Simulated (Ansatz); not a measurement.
Ansatz (a program for electronic structure) job for 4,5-dihydro-1,3-oxazol-2-ylsilane (C3H7NOSi), SMILES [SiH3]C1=NCCO1, PBE/def2-SVPD. The structure is a stationary point at r2SCAN-D4/def2-SVP. Other conformers were not sampled.

Ansatz 0.2 input:
```yaml
crystal:
  periodic: [false, false, false]
  atoms:
    - {symbol: Si, position_ang: [0.00318147, 2.11043542, 0.00000000]}
    - {symbol: C, position_ang: [0.09848152, 0.22007680, -0.00000000]}
    - {symbol: N, position_ang: [1.17530085, -0.46652246, 0.00000000]}
    - {symbol: C, position_ang: [0.77487089, -1.87733718, -0.00000000]}
    - {symbol: C, position_ang: [-0.77077953, -1.85780952, 0.00000000]}
    - {symbol: O, position_ang: [-1.09269805, -0.44655068, -0.00000000]}
    - {symbol: H, position_ang: [-0.74016645, 2.55691302, -1.21359140]}
    - {symbol: H, position_ang: [-0.74016644, 2.55691303, 1.21359141]}
    - {symbol: H, position_ang: [1.38541245, 2.65649980, -0.00000001]}
    - {symbol: H, position_ang: [1.19774609, -2.38148848, 0.88561377]}
    - {symbol: H, position_ang: [1.19774609, -2.38148848, -0.88561377]}
    - {symbol: H, position_ang: [-1.22303562, -2.31248134, 0.89547160]}
    - {symbol: H, position_ang: [-1.22303562, -2.31248134, -0.89547159]}
basis:
  gaussian:
    orbitals: def2-SVPD
hamiltonian:
  xc: {name: PBE}
```

Output:

```
WARN ansatz: RAYON_NUM_THREADS=2 ignored (pool sized by the plan → 2); use --threads N
Functional definition: PBE
integrals: 0.12 GiB planned
1543 factors; their error is unknown
mean field: 0.85 GiB planned
mean field evaluation 1: about -14612.1161 eV, gradient 5.7e1 eV
mean field evaluation 2: about -14591.6254 eV, gradient 1.1e2 eV
mean field evaluation 4: about -14619.3058 eV, gradient 1.7e1 eV
mean field evaluation 8: about -14619.8853 eV, gradient 2.3e-1 eV
mean field evaluation 16: about -14619.7952 eV, gradient 7.7e-4 eV
mean field -14619.79516810 eV, -537.2675627747 hartree, gradient 7.7e-5 eV, S^2 0.000000; 0 other end points of the search recorded, 0 dependent functions left out
reference -14619.79521859 eV, -537.2675646301 hartree; 27, 27 occupied and 156, 156 virtual orbitals, 1543 factors
Total energy: -14619.79521859 eV, -537.2675646301 hartree
```

The calculation finished and met its thresholds.
